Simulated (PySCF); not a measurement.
## Relaxation of doublet Hf(OH)₃

These are results of UPBE0/[Hf def2-TZVP with ECP60, O def2-TZVP, H def2-TZVP], scalar-relativistic core potentials, density fitting, no spin–orbit coupling, PySCF, not measurements. A (50,194) grid was used.

A hand-made T-shaped (heavy-atom frame) start, with no symmetry imposed:

```xyz
7
charge 0 multiplicity 2, angstrom
Hf    0.0032    0.0000   -0.1722
O     0.0032    0.0000    1.9778
O     2.1519    0.0000   -0.0972
O    -2.1455    0.0000   -0.0972
H    -0.7322    0.0000    2.5949
H     2.7686   -0.7354   -0.0756
H    -2.7622    0.7354   -0.0756
```

Optimiser trace:
```
step  E − E(last) (kJ/mol)  largest gradient (Eh/bohr)
   0                237.34                     0.10808
   2                 82.48                     0.05191
   4                 39.38                     0.01267
   6                 17.82                     0.02251
   8                 11.19                     0.00620
  10                  9.55                     0.00841
  12                  7.13                     0.00851
  14                  4.54                     0.01841
  16                  1.82                     0.00500
  18                  0.88                     0.00650
  20                  0.30                     0.00363
  22                  0.16                     0.00253
  24                  0.11                     0.00043
  26                  0.07                     0.00077
  28                  0.03                     0.00048
  30                  0.03                     0.00034
  32                  0.02                     0.00034
  34                  0.01                     0.00070
  36                  0.00                     0.00018
```

It ends at C3h with Hf–O 1.924 Å (×3), O–H 0.951 Å (×3); H–O–Hf 171.8° (×3), O–Hf–O 120.0° (×3) (after a last refinement on a finer grid). A frequency run shows a minimum. Other isomers or separated fragments may lie lower.

Final geometry:
```xyz
7
charge 0 multiplicity 2, angstrom
Hf    0.0000    0.0000    0.0000
O    -0.0860   -0.0535    1.9215
O     1.6814   -0.2700   -0.8957
O    -1.5954    0.3235   -1.0258
H    -0.2620   -0.0554    2.8558
H     2.5654   -0.4175   -1.2132
H    -2.3034    0.4729   -1.6426
```

Other spin states or occupations of the open shell can lie lower. No spin–orbit coupling is included, which matters more the heavier the element.

The relaxation took 5.4 min on 4 threads of a shared Intel Xeon Platinum 8175M @ 2.50GHz (Skylake/Cascade Lake) host, with 151 basis functions and 40 gradients; the process peaked at 1.2 GiB. Launch command: `OMP_NUM_THREADS=4 python axn.py task.json out`.
